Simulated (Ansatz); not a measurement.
`[NH2][Sn]([F])([F])[Cl]`, charge 0, multiplicity 1.

Give a relaxed structure at PBE0-D4/def2-TZVP (the Gaussian-basis code of Ansatz). (An estimate is asked.)

Ansatz gave: 
```xyz
7

N     1.061    0.788   -0.300
Sn   -0.590   -0.256    0.052
F    -1.916    0.185   -1.223
F    -0.377   -2.126   -0.217
Cl   -1.439    0.108    2.139
H     1.601    0.946    0.542
H     1.660    0.355   -0.993
```
